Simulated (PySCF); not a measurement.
A structure optimised at B3LYP-D3(BJ)/def2-TZVP, used in a PySCF frequency run:

```xyz
7

C     -0.0626     1.3134     0.0000
N      0.4565     0.2178     0.0000
C     -0.1440    -1.1103     0.0000
H     -1.1187     1.6272     0.0000
H      0.2006    -1.6518    -0.8810
H      0.2006    -1.6518     0.8810
H     -1.2381    -1.0667     0.0000
```
Charge 0, spin multiplicity 2.

**Question.** Write its SMILES, formula and point group.

**Answer.** [CH]=NC, C2H4N, Cs

**Question.** What are its rotational constants (standard atomic weights)?

**Answer.** 66.924, 10.771, 9.8433 GHz
